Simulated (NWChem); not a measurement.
Species: SnNH₂F, singlet; SMILES [NH2][Sn][F]

```xyz
5

Sn     0.3783     0.0307     0.0000
F     -0.8172    -1.5572     0.0000
N     -1.2194     1.3127     0.0000
H     -2.1831     0.9603     0.0000
H     -1.1913     2.3365     0.0000
```
Atoms are numbered in this order, from 1.

Level: PBE-D3(BJ)/def2-SVP with def2 effective core potentials on Sn (NWChem), optimised geometry, unscaled harmonic frequencies. Low-valent species are run as closed-shell singlets; no triplet was tried in these runs. def2 effective core potentials on Sn; no spin-orbit coupling.

```
frequency (cm⁻¹)  IR intensity (km/mol)
----------------  ---------------------
163                                 4.8
332                               178.0
451                                31.9
560                                18.9
572                                46.1
591                                65.0
1431                               10.3
3453                               16.3
3578                               20.3
```

```
Quantity                                                                            Value
-----------------------------------------------------------------------  ----------------
zero-point energy                                                           15.9 kcal/mol
thermal correction to the enthalpy at 298.15 K (with zero-point energy)     19.4 kcal/mol
heat capacity Cv                                                         14.2 cal/(mol K)
entropy at 298.15 K and 1 atm (symmetry number 1)                        71.8 cal/(mol K)
```

Rigid rotor and harmonic oscillator.
